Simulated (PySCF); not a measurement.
These are PySCF with PBE-D3(BJ)/def2-TZVP // B3LYP-D3(BJ)/def2-TZVP values and carry that method's errors. Gas-phase values, no solvent. One relaxed conformer stands for a flexible species; it need not be the lowest. 

Reference species (SMILES): `C=NCO` (C–N–C–O torsion -130°, N–C–O–H torsion -47°) (neutral, multiplicity 1).

LUMO: -1.79 eV

Changed species: `O/C(C)=N\[H]` (N–C–O–H torsion 0°).

### Question
Predict the effect on the LUMO.

### Answer
the LUMO goes up by 1.37 eV, to -0.42 eV.
